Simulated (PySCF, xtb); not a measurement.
Bi(Et)(OH)2 (C2H7BiO2), SMILES C[CH2][Bi]([OH])[OH]. Other conformers were not sampled.

Harmonic wavenumbers (cm⁻¹) from xtb with GFN2-xTB at its own minimum, in rising order: 54, 131, 141, 166, 185, 237, 253, 311, 453, 456, 503, 702, 855, 910, 950, 1000, 1086, 1219, 1239, 1412, 1480, 1507, 1511, 2991, 3007, 3021, 3026, 3033, 3674, 3680.

Task: What does PySCF with PBE-D3(BJ)/def2-SVP give at its own minimum? (An estimate is asked for; the answer gives what the named calculation found.)

Result: 45, 112, 136, 161, 196, 240, 259, 287, 425, 517, 530, 636, 814, 842, 897, 920, 1026, 1128, 1197, 1335, 1388, 1420, 1428, 2947, 2984, 3021, 3039, 3053, 3684, 3684. Paired by order, the mean absolute difference is 38 cm⁻¹ and the zero-point energies are 56.0 and 54.8 kcal/mol.
